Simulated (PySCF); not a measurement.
1-silylprop-2-en-1-one (C₃H₆OSi), SMILES C=CC(=O)[SiH3]. Atoms are numbered in the order given.

```xyz
11

C      0.3068    -2.4677     0.0000
C      0.7188    -1.1959     0.0000
C     -0.2740    -0.0740     0.0000
O     -1.4737    -0.2820     0.0000
Si     0.2874     1.7760     0.0000
H     -0.7666    -2.6855     0.0000
H      1.0095    -3.3062     0.0000
H      1.7833    -0.9371     0.0000
H      1.7749     1.9033     0.0000
H     -0.2726     2.4212    -1.2189
H     -0.2726     2.4212     1.2189
```

The structure is a stationary point at ωB97X-D3(BJ)/def2-SVP. The values are those of a single conformer.

Method: TDA-PBE/def2-SVPD (PySCF).

Vertical excitations. Gas-phase values at a fixed geometry. State labels are in the subgroup Cs.

| state | symmetry | energy (eV) | λ (nm) | f | main pairs |
|---|---|---|---|---|---|
| S1 | A" | 2.49 | 497 | 0.001 | HOMO→LUMO 100 % |
| S2 | A" | 5.21 | 238 | 0.004 | HOMO−3→LUMO 98 % |
| S3 | A' | 5.32 | 233 | 0.016 | HOMO−2→LUMO 74 %, HOMO→LUMO+1 23 % |
| S4 | A' | 5.47 | 227 | 0.201 | HOMO→LUMO+1 42 %, HOMO−1→LUMO 35 %, HOMO−2→LUMO 11 % |
| S5 | A" | 5.51 | 225 | 0.004 | HOMO→LUMO+2 97 % |
| S6 | A' | 5.54 | 224 | 0.116 | HOMO−1→LUMO 46 %, HOMO→LUMO+1 27 %, HOMO→LUMO+3 7 % |
| S7 | A' | 5.97 | 208 | 0.115 | HOMO→LUMO+3 67 %, HOMO→LUMO+4 26 % |
| S8 | A" | 6.08 | 204 | 0.000 | HOMO−4→LUMO 98 % |
| S9 | A' | 6.17 | 201 | 0.084 | HOMO→LUMO+4 63 %, HOMO→LUMO+5 18 %, HOMO→LUMO+3 14 % |
| S10 | A" | 6.46 | 192 | 0.000 | HOMO→LUMO+6 85 %, HOMO−5→LUMO 15 % |
| T1 | A" | 2.00 | 620 | 0 | HOMO→LUMO 100 % |
| T2 | A' | 3.30 | 376 | 0 | HOMO−1→LUMO 98 % |
| T3 | A' | 4.94 | 251 | 0 | HOMO−2→LUMO 95 % |
| T4 | A" | 5.09 | 244 | 0 | HOMO−3→LUMO 98 % |
Triplets are in the Tamm–Dancoff approximation.
